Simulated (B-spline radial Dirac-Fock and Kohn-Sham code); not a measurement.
Ionisation of each subshell: Sb⁴⁷⁺

System: Sb⁴⁷⁺ in the configuration 1s2 2s2; nuclear rms radius 4.6802 fm (A = 121).

Model: Dirac-Fock (average of configuration) total-energy differences with a finite nucleus, the Breit interaction including its frequency dependence, and self-energy and vacuum-polarisation corrections. Program: a radial atomic solver. Correlation energy is missing from these numbers. Energies are counted from the vacuum level.

All terms are in eV, carry their sign (relaxation lowers the binding energy) and add up to the binding energy; ⟨r⟩ is the mean radius of the orbital in the initial state.

```
subshell  −ε (Koopmans)  relaxation   Breit     QED  binding energy  ⟨r⟩ (bohr)
      1s        35223.2       -5.09  -53.58  -34.94         35129.6       0.028
      2s         8465.4       -0.31   -5.56   -4.97          8454.5       0.115
```

For the deepest level, K (1s), the Breit terms make up -0.153 % of the binding energy, QED -0.099 % and orbital relaxation -0.014 %.

Going to the tabulated ground configuration of the next ion removes an electron from L1 (2s), computed at 8454.5 eV. NIST lists 8455 ± 4 eV as the ionisation energy of this species (theoretical), +0.48 eV from the computed value, within the stated uncertainty.
